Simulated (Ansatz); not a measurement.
C4H8F2, singlet, at a GFN2-xTB geometry; MP2/def2-SVPD (Ansatz, a first-principles code).

Here is a job for Ansatz.
Ansatz 0.2 input:
```yaml
crystal:
  periodic: [false, false, false]
  atoms:
    - {symbol: C, position_ang: [-2.74021234, 0.19807261, 0.22743356]}
    - {symbol: C, position_ang: [-1.29812696, 0.68805762, 0.20320324]}
    - {symbol: C, position_ang: [-0.31526592, -0.48102027, 0.18903765]}
    - {symbol: C, position_ang: [1.12303033, 0.00208902, 0.15190877]}
    - {symbol: F, position_ang: [1.40036975, 0.62135132, -1.02292073]}
    - {symbol: F, position_ang: [1.98651394, -1.04199459, 0.23601452]}
    - {symbol: H, position_ang: [-2.95313130, -0.40732655, -0.65029105]}
    - {symbol: H, position_ang: [-2.92426814, -0.40520141, 1.11347047]}
    - {symbol: H, position_ang: [-3.42593873, 1.04114751, 0.23709798]}
    - {symbol: H, position_ang: [-1.13478191, 1.30304897, -0.68372556]}
    - {symbol: H, position_ang: [-1.10876827, 1.30958602, 1.08148115]}
    - {symbol: H, position_ang: [-0.43791934, -1.09693488, 1.08165090]}
    - {symbol: H, position_ang: [-0.48645811, -1.10724767, -0.68899415]}
    - {symbol: H, position_ang: [1.37276212, 0.70552361, 0.96196682]}
basis:
  gaussian:
    orbitals: def2-SVPD
magnetization: {spin_polarized: false}
correlation: {method: mp2}
```

Q: Write the output that Ansatz gives for this input, abridged.

A: 
```
Functional definition: HF
1882 factors; integrals over basis functions are off by at most 1.2e-3 eV
mean field evaluation 1: about -9649.8565 eV, gradient 4.0e1 eV
mean field evaluation 2: about -9649.8625 eV, gradient 4.0e1 eV
mean field evaluation 4: about -9653.5553 eV, gradient 4.2e0 eV
mean field evaluation 8: about -9653.6094 eV, gradient 2.3e-4 eV
mean field -9653.60941926 eV, -354.7636027063 hartree, gradient 1.9e-6 eV, S^2 0.000000; 0 other end points of the search recorded, 0 dependent functions left out
6 core orbitals not correlated
reference -9653.60941926 eV, -354.7636027063 hartree; 19, 19 occupied and 165, 165 virtual orbitals, 1882 factors
second order -26.62085413 eV of doubles, -0.00000000 eV of singles
Total energy: -9680.23027338 eV, -355.7419010511 hartree
```
